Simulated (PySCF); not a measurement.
**Re: excitation energy**

Re [Xe] 4f14 5d5 6s2 (6S) → Re [Xe] 4f14 5d5 6s1 6p1 (8P), as a difference of total energies. Computed with PySCF 2.14 in x2c-TZVPPall (11s7p7d3f1g, 97 functions), with scalar relativity by spin-free X2C-1e. Correlated levels: valence: [Xe] 4f14 frozen. The calculations carry no spin-orbit coupling.

```tsv
method	excitation energy (cm⁻¹)
UHF	8720.5
LDA	24516
PBE	21871
PBE0	19674
r2SCAN	18343
MP2 (valence)	17925
SCS-MP2 (valence)	21196
```

A first-order spin-orbit estimate (lowest level to lowest level, LS coupling) adds -0.275 eV.

The basis was made for the ground configuration and has no added diffuse functions, so the excitation energy can come out too high.
